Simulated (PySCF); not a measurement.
CsBr, SMILES [Br][Cs].

The structure is a stationary point at B3LYP-D3(BJ)/def2-TZVPD. The def2 effective core potentials stand for the cores of Cs; spin–orbit coupling is left out.

Two levels are set side by side: PBE/def2-TZVPD (PySCF) and r2SCAN/def2-TZVPD (PySCF). Same geometry, gas phase. Differences are taken from unrounded values.

| quantity | r2SCAN |
|---|---|
| orbital gap (eV) | 3.77 |
| highest occupied level (eV) | -4.76 |
| lowest empty level (eV) | -1.00 |
| dipole moment (D) | 11.19 |
| mean polarisability (bohr³) | 60.6 |

Question: What does PBE give, and how far is it from r2SCAN? (Estimate from the structure and the level; the computed values follow.)

Answer: 
```
quantity                       PBE  PBE minus r2SCAN
---------------------------  -----  ----------------
orbital gap (eV)              2.87             -0.90
highest occupied level (eV)  -4.57              0.19
lowest empty level (eV)      -1.70             -0.71
dipole moment (D)            10.77             -0.42
mean polarisability (bohr³)   67.2               6.6
```

Rough cost on one machine, each run with all the roots and properties that it gave: r2SCAN against PBE about 3 times.
